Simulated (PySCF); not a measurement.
BH6PPb.
SMILES with atom numbers: `[BH2:1][PH:2][PbH3:3]` (hydrogens: H4, H5 on B1; H6 on P2; H7, H8, H9 on Pb3)

Level of theory: PySCF, PBE0-D3(BJ)/def2-SVP geometry optimisation, gas phase, def2 core potentials past Kr.

(1) List the bond lengths and angles at this level.

Answers

(1) 
```tsv
bond	length (Å)
B1–P2	1.861
P2–Pb3	2.582
B1–H4, B1–H5	1.208
P2–H6	1.423
Pb3–H7, Pb3–H8, Pb3–H9	1.759
```

Bonds in one row agree within 0.01 Å and their mean is given. A selection of angles:
```tsv
angle	degrees
P2–B1–H4	118.4
P2–B1–H5	120.8
H4–B1–H5	120.4
B1–P2–Pb3	102.0
B1–P2–H6	103.6
Pb3–P2–H6	102.1
P2–Pb3–H7	107.7
P2–Pb3–H9	109.6
H7–Pb3–H8	110.8
H7–Pb3–H9	110.4
```

B1 (three-coordinate boron) is planar (angles 120.8°, 120.4° and 118.4°, sum 359.6°, 0.05 Å off the plane of its three neighbours). Pb3 (lead bonded to P and 3 H) is tetrahedral (angles from 106.9° to 111.3°). P2 (three-coordinate phosphorus) is pyramidal (angles 103.6°, 102.1° and 102.0°, sum 307.8°, 0.79 Å off the plane of its three neighbours).

Stationary, but not proved a minimum. One conformer, not necessarily the lowest (H–B1–P2–Pb3 -52° and 135°).
